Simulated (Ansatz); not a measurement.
Reaction (cleavage of the Sn–B bond): `N[BH][SnH3]` + `[SiH3]S` → `[SiH3][S][SnH3]` + `BN`

Calculated with Ansatz (gas phase, PBE0-D4/def2-TZVP geometries, no zero-point term in ΔE). CBS: MP2 limit from def2 TZ/QZ plus the TZ coupled-cluster correction, frozen cores. This one scheme is used for every species. DFT in def2-TZVPP. Elements past krypton have def2 core potentials. For Sn outer-core shells are correlated without core-valence functions, which leaves a few kJ/mol of doubt a bond. One conformer a species, not always the lowest.

```json
{"level": "LDA (SPW92)", "ΔE (kJ/mol)": "-58.2", "difference from CCSD(T)/CBS": "15.5"}
{"level": "PBE-D4", "ΔE (kJ/mol)": "-66.8", "difference from CCSD(T)/CBS": "6.9"}
{"level": "revPBE-D4", "ΔE (kJ/mol)": "-67.9", "difference from CCSD(T)/CBS": "5.8"}
{"level": "BLYP-D4", "ΔE (kJ/mol)": "-71.7", "difference from CCSD(T)/CBS": "2.0"}
{"level": "B97M-V", "ΔE (kJ/mol)": "-75.8", "difference from CCSD(T)/CBS": "-2.1"}
{"level": "ωB97X-V", "ΔE (kJ/mol)": "-71.4", "difference from CCSD(T)/CBS": "2.3"}
{"level": "B2PLYP", "ΔE (kJ/mol)": "-72.0", "difference from CCSD(T)/CBS": "1.7"}
{"level": "PBE-QIDH", "ΔE (kJ/mol)": "-72.6", "difference from CCSD(T)/CBS": "1.1"}
{"level": "r2SCAN0", "ΔE (kJ/mol)": "-72.5", "difference from CCSD(T)/CBS": "1.2"}
{"level": "BHLYP", "ΔE (kJ/mol)": "-74.1", "difference from CCSD(T)/CBS": "-0.4"}
{"level": "RPA@PBE/def2-TZVPP", "ΔE (kJ/mol)": "-65.0", "difference from CCSD(T)/CBS": "8.7"}
{"level": "HF/def2-SVP", "ΔE (kJ/mol)": "-77.8", "difference from CCSD(T)/CBS": "-4.1"}
{"level": "MP2/def2-SVP", "ΔE (kJ/mol)": "-74.2", "difference from CCSD(T)/CBS": "-0.5"}
{"level": "CCSD/def2-SVP", "ΔE (kJ/mol)": "-67.2", "difference from CCSD(T)/CBS": "6.5"}
{"level": "HF/def2-TZVPP", "ΔE (kJ/mol)": "-81.7", "difference from CCSD(T)/CBS": "-8.0"}
{"level": "HF/def2-QZVPP", "ΔE (kJ/mol)": "-82.7", "difference from CCSD(T)/CBS": "-9.0"}
{"level": "CCSD(T)/CBS", "ΔE (kJ/mol)": "-73.7", "difference from CCSD(T)/CBS": "0"}
```

Largest T1 diagnostic among the species: 0.014.

From PBE to PBE0 (25 % exact exchange), in def2-TZVPP and without D4, ΔE moves by −3.6 kJ/mol. The D4 term adds −5.0 kJ/mol with B3LYP and −2.8 kJ/mol with PBE0; it sums over pairs of atoms, weighted by their polarisabilities, and B3LYP, whose exchange is more repulsive, gets the larger term. In def2-TZVPP, CCSD(T) changes the Hartree–Fock value by +13.8 kJ/mol (the triples alone add −0.4 kJ/mol) and MP2 by +7.0 kJ/mol.

B3LYP here is the variant with VWN-RPA as its local correlation; programs differ in this.
